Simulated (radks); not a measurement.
Results of a calculation; reference values are marked as such.
Effect of the nuclear size on the praseodymium ion Pr2+, [Xe] 4f3. Code: a radial shooting solver on a logarithmic mesh with Libxc functionals. Model: Dirac Kohn-Sham, exchange-only LDA, spin-unpolarised, spherical densities, finite nucleus; open shells fill j = l - 1/2 first; Fermi nuclear charge, rms radius 4.8919 fm. The rms radius is varied about that value; shifts are against it.

rms radius (fm)  total energy shift (eV)  density at nucleus (e/bohr^3)  1s1/2 shift (meV)  2s1/2 shift (meV)  4p1/2 shift (meV)  5s1/2 shift (meV)  5p1/2 shift (meV)  4f5/2 shift (meV)  6s1/2 (empty) shift (meV)
3.9282                             -4.16                      4.352e+05              -1730               -213              0.392              -1.68              0.081              0.216                     -0.272
4.6131                             -1.28                      4.204e+05               -530              -65.3              0.120             -0.515              0.025              0.066                     -0.083
4.8919                                 0                      4.152e+05              0.000              0.000              0.000              0.000              0.000              0.000                      0.000
5.068                              0.836                       4.12e+05                347               42.8             -0.079              0.337             -0.016             -0.043                      0.055
6.0757                              6.06                      3.963e+05               2520                310             -0.571               2.44             -0.118             -0.315                      0.396

Slopes of the eigenvalues against <r^2> in GHz/fm^2, as finite differences over the two radii next to the reference (eigenvalue slopes, not the field-shift constants of lines): 1s1/2 48100, 2s1/2 5940, 4p1/2 -10.9, 5s1/2 46.8, 5p1/2 -2.25, 4f5/2 -6.03, 6s1/2 (empty) 7.58.
